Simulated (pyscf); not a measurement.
# •H₂Si–C(Cl)(Cl)–Cl, doublet

Gas-phase minimum from PySCF at ωB97X-D3(BJ)/def2-SVP, one conformer. •H₂Si–C(Cl)(Cl)–Cl lies 117.7 kcal/mol over its isomer •H₂C–Si(Cl)(Cl)–Cl (electronic energy, ωB97M-D3(BJ)/def2-TZVP). 

SMILES: [SiH2]C(Cl)(Cl)Cl
```xyz
7

Si     0.0947    -0.4094    -0.9093
C      0.3518     1.3044    -0.0694
Cl     0.8060     1.0724     1.6326
Cl    -1.1711     2.2255    -0.1553
Cl     1.6313     2.1985    -0.9181
H     -0.9768    -1.1258    -0.1565
H     -0.2715    -0.1637    -2.3354
```
Charge 0, spin multiplicity 2.

Bonds (Å): Si1–C2 1.926, Si1–H6 1.493, Si1–H7 1.493, C2–Cl3 1.777, C2–Cl4 1.782, C2–Cl5 1.777. Angles (°): C2–Si1–H6 107.6, C2–Si1–H7 107.6, H6–Si1–H7 112.6, Si1–C2–Cl3 109.6, Si1–C2–Cl4 109.0, Si1–C2–Cl5 109.6, Cl3–C2–Cl4 109.4, Cl3–C2–Cl5 109.8, Cl4–C2–Cl5 109.4.

Properties at ωB97X-D3(BJ)/def2-SVP:

- Harmonic wavenumbers, unscaled: 165, 168, 215, 277, 277, 298, 456, 623, 697, 789, 820, 882, 928, 2204, 2233 cm⁻¹
- Zero-point energy: 15.8 kcal/mol
- Rotational symmetry number: 1
- Entropy of this conformer at 298 K and 1 atm, rigid rotor and harmonic oscillator, modes under 100 cm⁻¹ raised to 100: 353.9 J/(mol K)
- Dipole moment: 1.38 D
- Spin expectation value S2: 0.751

Single-point totals, which compare only within one level:

```tsv
level	total energy (hartree)
ωB97X-D3(BJ)/def2-TZVP	-1709.45589
PBE/def2-TZVP	-1708.64058
r²SCAN/def2-TZVP	-1709.26091
B3LYP-D3(BJ)/def2-TZVP	-1709.47593
PBE0-D3(BJ)/def2-TZVP	-1708.78635
M06-2X/def2-TZVP	-1709.31552
ωB97M-D3(BJ)/def2-TZVP	-1709.59839
```

Soft torsions are taken as harmonic, which can shift the entropy by several J/(mol K).
